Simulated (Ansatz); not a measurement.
Basis sets compared for cyclo-(F2GeSe)2 (Ge2Se2F4). Charge 0, multiplicity 1. Geometry r2SCAN-D4/def2-SVP. Ansatz on 4 threads of Arm Neoverse V2 on a shared host; times are rough, and most runs start from earlier orbitals.

```xyz
8

Ge   -0.790    1.182   -0.384
F    -2.500    1.342   -0.542
F    -0.239    2.764   -0.793
Se   -0.118    0.493    1.757
Ge    0.789   -1.182    0.384
F     2.500   -1.337    0.540
F     0.244   -2.766    0.794
Se    0.113   -0.495   -1.756
```

Binding counts from free atoms (Ge triplet, F doublet, Se triplet) in the same basis, without a counterpoise term.

```tsv
level	functions	energy (Eh)	HOMO (eV)	LUMO (eV)	binding per atom (eV)	wall time
PBE-D4/def2-SVP	184	-9353.6334	-6.97	-3.64	3.85	2.5 s
PBE0-D4/def2-SVP	184	-9353.8797	-8.29	-2.91	3.64	5.5 s
```

(1) Estimate the rows for PBE-D4/def2-TZVP, PBE0-D4/def2-TZVP (with forces).

Results:

(1) 
| level | functions | energy (Eh) | HOMO (eV) | LUMO (eV) | binding per atom (eV) | wall time |
| --- | --- | --- | --- | --- | --- | --- |
| PBE-D4/def2-TZVP | 316 | -9355.2550 | -7.08 | -3.74 | 3.83 | 5.5 s |
| PBE0-D4/def2-TZVP (with forces) | 316 | -9355.5019 | -8.32 | -2.95 | 3.66 | 23 s |
